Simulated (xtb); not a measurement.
ClMoO2 (SMILES [O]=[Mo](=[O])[Cl]), doublet, geometry from GFN2-xTB (such geometries of metal compounds can be far from the true shape) (the multiplicity is a formal guess). Base run: GFN0-xTB (xtb).

xtb was given this input:
```
$ xtb mol.xyz --gfn 0 --uhf 1 --json

# file mol.xyz
4

Mo     0.14669139    -0.21723107     0.15452263
O      1.66014682    -0.63486898    -0.28870204
O     -0.59279658    -0.94573942     1.41303366
Cl    -0.86469648     1.28050424    -0.91085902
```

Variants of this job, named by their change:

```tsv
change	ΔE vs base (kJ/mol)
base	0.00
etemp = 1000	-0.05
acc = 30	0.00
acc = 0.1	0.00
```
